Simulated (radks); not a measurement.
Task: Ionisation ladder of silver, from Ag XLV to Ag XLVII. Each ion is in the ground configuration listed by NIST, and IE = E(next ion) - E(this ion), with E = 0 for the bare nucleus. Calculated with a radial shooting solver on a logarithmic mesh with Libxc functionals: Dirac Kohn-Sham, BLYP, spin-unpolarised, spherical densities, finite nucleus; Fermi nuclear charge, rms radius 4.5454 fm.

species   configuration  IE, Delta-SCF (eV)  -e(HOMO) (eV)   HOMO  <r> HOMO (bohr)
Ag XLV         [He] 2s1              7269.8         7188.4  2s1/2            0.126
Ag XLVI            [He]               30228          29857  1s1/2           0.0309
Ag XLVII            1s1                   ?          30594  1s1/2           0.0307

Estimate the withheld Delta-SCF values.

Result: Ag XLVII: 30924 eV (NIST 30965.8).

Beside tabulated values, note that spin-unpolarised runs miss the spin-polarisation part of the exchange energy of open shells.
